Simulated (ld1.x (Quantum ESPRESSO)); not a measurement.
lithium (Li), TM: configuration errors across variants

```json
{"Element": "lithium", "Generator": "ld1.x (Quantum ESPRESSO) 7.5", "Type": "norm-conserving Troullier–Martins (Kleinman–Bylander form)", "Functional": "LDA (PZ)", "Relativity": "non-relativistic", "Frozen core": "[He]", "Valence charge": "1", "Reference configuration": "2s1 2p0", "Partial waves": "2s (bound): rc 2.85 bohr; 2p (bound, empty): rc 4.20 bohr", "Local potential": "all-electron potential smoothed inside 2.20 bohr (lloc = -2)", "Core correction": "none"}
```

All-electron excitation energies from the reference (eV): (1) 2s0.5 2p0 2.044; (2) 2s0 2p1 1.753; (3) 2s1 2p0 spin -0.233; (4) 2s0.5 2p0 spin 1.953.

Spin tests fill each open shell by Hund’s rule, majority spin first.

A true bound ghost makes a file unfit for plane-wave use even where its test errors are small: the radial tests pick states by their node count and pass the ghost by.

Errors AE − PS in meV (a dash: test not solved or not reliable):

```tsv
change	(1)	(2)	(3)	(4)	bound ghosts
base	+5.9	-0.7	+20	+16	none
local potential all-electron potential smoothed inside 1.60 bohr (lloc = -2)	+5.9	-0.7	+20	+17	none
local potential all-electron potential smoothed inside 2.08 bohr (lloc = -2)	+5.9	-0.7	+20	+16	none
local potential all-electron potential smoothed inside 2.34 bohr (lloc = -2)	+5.9	-0.7	+20	+16	none
local potential all-electron potential smoothed inside 2.66 bohr (lloc = -2)	+5.8	-0.7	+20	+16	none
local potential all-electron potential smoothed inside 3.06 bohr (lloc = -2)	+5.8	-0.7	+20	+16	none
local potential all-electron potential smoothed inside 3.44 bohr (lloc = -2)	+5.7	-0.7	+20	+16	none
local potential all-electron potential smoothed inside 3.74 bohr (lloc = -2)	+5.4	-0.7	+20	+16	none
local potential all-electron potential smoothed inside 4.12 bohr (lloc = -2)	+4.2	-0.7	+20	+14	s
local potential all-electron potential smoothed inside 4.42 bohr (lloc = -2)	-3.3	-0.7	+19	+4.1	s
```

Q: Give the same row for: local potential all-electron potential smoothed inside 4.76 bohr (lloc = -2).

A: +8.0, -0.7, +20, +20; bound ghosts: none.
